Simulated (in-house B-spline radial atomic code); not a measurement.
Ga²⁺. Computed with a B-spline radial atomic code. Model: all-electron spherical atom, spin shells full or empty, radial basis limit, no spin-orbit coupling: exact exchange with a local potential (Slater, KLI or optimised effective potential, whose far tail is KLI's), no correlation.

Empty minority-spin level lies below the highest occupied level: each spin potential is zero at infinity, spin occupations fixed.

The run also made RPA and GW results, which its time includes.

The Slater potential averages the orbital exchange potentials with the orbital densities as weights, KLI adds orbital constants, and the optimised effective potential minimises the exact-exchange energy among local potentials. So their energies lie above Hartree-Fock in the order OEP, KLI, Slater. All fall off as −1/r, unlike LDA and GGA exchange.

Command:
```bash
python run_gw.py task.json out
```
Settings (nuclear radius in fm, other lengths in bohr, energies in hartree):
```
Z                      31
electrons              29
configuration          [Ar] 3d10 4s1
hamiltonian            x2c
method                 kli
lmax                   9
rms_radius             3.9973
spin_polarised         True
box_radius             17.55
intervals              103
ion_configuration      [Ar] 3d10
```

Run time, properties included: 21 s on 1 thread of Arm Neoverse N1, with other jobs on the host.

Given: hamiltonian one-electron scalar X2C; mean-field start exchange-only KLI.

Computed: energy above Hartree-Fock 12.289 millihartree.

| radius (bohr) | r times exchange potential up (hartree bohr) | r times exchange potential down (hartree bohr) |
| --- | --- | --- |
| 0.00161 | -0.041317 | -0.041727 |
| 0.002 | -0.051243 | -0.051754 |
| 0.00249 | -0.063646 | -0.064281 |
| 0.00309 | -0.078715 | -0.079504 |
| 0.00385 | -0.097577 | -0.098561 |
| 0.00478 | -0.12028 | -0.1215 |
| 0.00594 | -0.14792 | -0.14944 |
| 0.00738 | -0.18105 | -0.18295 |
| 0.00917 | -0.22025 | -0.22261 |
| 0.0114 | -0.26576 | -0.2687 |
| 0.0142 | ? | ? |
| 0.0176 | -0.37171 | -0.37631 |
| 0.0219 | -0.42757 | -0.43334 |
| 0.0272 | ? | ? |
| 0.0338 | -0.51684 | -0.52596 |
| 0.042 | -0.53586 | -0.54738 |
| 0.0521 | -0.53284 | -0.54739 |
| 0.0648 | -0.52457 | -0.54294 |
| 0.0805 | -0.5574 | -0.58019 |
| 0.1 | -0.65833 | -0.68624 |
| 0.124 | -0.78802 | -0.82235 |
| 0.154 | -0.89401 | -0.93682 |
| 0.192 | -0.93322 | -0.98755 |
| 0.239 | -0.87983 | -0.94956 |
| 0.296 | -0.79452 | -0.88353 |
| 0.368 | -0.87296 | -0.98295 |
| 0.458 | -1.1067 | -1.2425 |
| 0.569 | -1.3009 | -1.4713 |
| 0.707 | -1.3744 | -1.5889 |
| 0.878 | -1.3086 | -1.5744 |
| 1.09 | -1.1407 | -1.4622 |
| 1.36 | -0.95366 | -1.3142 |
| 1.69 | -0.86525 | -1.1917 |
| 2.09 | -0.88222 | -1.1113 |
| 2.6 | -0.9303 | -1.0618 |
| 3.23 | -0.9651 | -1.0337 |
| 4.02 | -0.98337 | -1.0182 |

Question: What belongs in the row 0.0142?

Answer: r times exchange potential up (hartree bohr): -0.31739; r times exchange potential down (hartree bohr): -0.32108.

Question: What belongs in the row 0.0272?

Answer: r times exchange potential up (hartree bohr): -0.47817; r times exchange potential down (hartree bohr): -0.48541.

```json
{"occupied": "1s up", "level (hartree)": "-376.27", "Hartree-Fock level (hartree)": "-384.46"}
{"occupied": "1s down", "level (hartree)": "-376.55", "Hartree-Fock level (hartree)": "-384.46"}
{"occupied": "2s up", "level (hartree)": "-47.197", "Hartree-Fock level (hartree)": "-50.024"}
{"occupied": "2s down", "level (hartree)": "-47.484", "Hartree-Fock level (hartree)": "-50.017"}
{"occupied": "2p up", "level (hartree)": "?", "Hartree-Fock level (hartree)": "?"}
{"occupied": "2p down", "level (hartree)": "-41.488", "Hartree-Fock level (hartree)": "-43.478"}
{"occupied": "3s up", "level (hartree)": "-6.3783", "Hartree-Fock level (hartree)": "-7.3225"}
{"occupied": "3s down", "level (hartree)": "-6.676", "Hartree-Fock level (hartree)": "-7.305"}
{"occupied": "3p up", "level (hartree)": "-4.5642", "Hartree-Fock level (hartree)": "-5.2638"}
{"occupied": "3p down", "level (hartree)": "-4.8609", "Hartree-Fock level (hartree)": "-5.2592"}
{"occupied": "3d up", "level (hartree)": "-1.614", "Hartree-Fock level (hartree)": "-1.9055"}
{"occupied": "3d down", "level (hartree)": "?", "Hartree-Fock level (hartree)": "?"}
{"occupied": "4s up", "level (hartree)": "-1.0953", "Hartree-Fock level (hartree)": "-1.0932"}
```

Question: What belongs in the row 2p up?

Answer: level (hartree): -41.203; Hartree-Fock level (hartree): -43.479.

Question: What belongs in the row 3d down?

Answer: level (hartree): -1.9022; Hartree-Fock level (hartree): -1.9016.

| empty | level (hartree) |
| --- | --- |
| 4s down | -1.241 |
| 4p down | -0.90083 |
| 4p up | -0.79719 |
| 5s down | -0.5119 |
| 4d down | ? |
| 5s up | -0.48249 |
| 4d up | -0.45882 |
| 5p down | ? |
| 5p up | -0.38925 |

Question: What belongs in the row 4d down?

Answer: level (hartree): -0.49438.

Question: What belongs in the row 5p down?

Answer: level (hartree): -0.41383.

The highest level, 4s up, differs from Hartree-Fock by -0.057 eV and the deepest, 1s down, by +215 eV: a local potential can match the highest level but can't give each shell its own exchange.
